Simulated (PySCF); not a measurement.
## Stretching NaPb

Set-up: Na cc-pVDZ, Pb cc-pVDZ-PP with ECP60; scalar-relativistic core potentials (PySCF 2.14). Energies in eV from Na + Pb in their ground configurations at the same level. All curves are PBE0. state 1: ⁴Σ⁻ (quartet), unpaired electrons σ ↑, π ↑↑; state 2: ²Π (doublet), unpaired electrons π ↑, a second solution, started from another occupation; state 3: Ms = 0.5 determinant of mixed spin (⟨S²⟩ near 1.8), unpaired electrons σ ↓, π ↑↑, a second solution, started from another occupation; state 4: Ms = 0.5 determinant of mixed spin (⟨S²⟩ near 1.8), unpaired electrons σ ↑, π ↑↓, a mixture of terms (⟨Lz²⟩ = 2.0), a second solution, started from another occupation.

```
R (Å)  state 1  state 2  state 3  state 4
2.566   -0.786  -0.3366  -0.2510  -0.2559
2.686   -0.937  -0.5717  -0.4154  -0.4147
2.805   -1.019  -0.7200  -0.5158  -0.5061
2.894   -1.048  -0.7883  -0.5607  -0.5423
2.984   -1.055  -0.8278  -0.5863  -0.5578
3.074   -1.046  -0.8446  -0.5970  -0.5572
3.193   -1.015  -0.8395  -0.5938  -0.5377
3.342   -0.955  -0.8013  -0.5705  -0.4926
3.521   -0.866  -0.7262  -0.5254  -0.4206
3.760   -0.736  -0.6046  -0.4514  -0.3121
```

Task: Put a parabola through the three lowest points of the state 1 curve and estimate Re, k and ωe (reduced mass 20.7 u; 1 eV/Å² = 0.16022 mdyn/Å; ωe = 1302.8·√(k/μ) cm⁻¹).

Result: Through R = 2.894, 2.984, 3.074 Å the second-order coefficient is 0.988 eV/Å², so Re ≈ 2.978 Å, k ≈ 0.316 mdyn/Å and ωe ≈ 161 cm⁻¹. A polynomial fit of higher order to the unrounded PBE0 energies gives Re = 2.975 Å, k = 0.335 mdyn/Å, ωe = 166 cm⁻¹; anharmonicity and rounding make the difference.

The higher-order fit for each curve: state 1: Re = 2.975 Å, ωe = 166 cm⁻¹, De = 1.06 eV; state 2: Re = 3.110 Å, ωe = 164 cm⁻¹, minimum 0.85 eV below the ground-state fragments; state 3: Re = 3.110 Å, ωe = 129 cm⁻¹, minimum 0.60 eV below the ground-state fragments; state 4: Re = 3.024 Å, ωe = 153 cm⁻¹, minimum 0.56 eV below the ground-state fragments.

⟨S²⟩ of the unrestricted solution departs from its pure value on part of the curve, where spin states mix. Spin–orbit coupling is left out, which matters for elements this heavy, above all for dissociation energies. The state was picked by a PBE0 search and need not be the measured ground state.
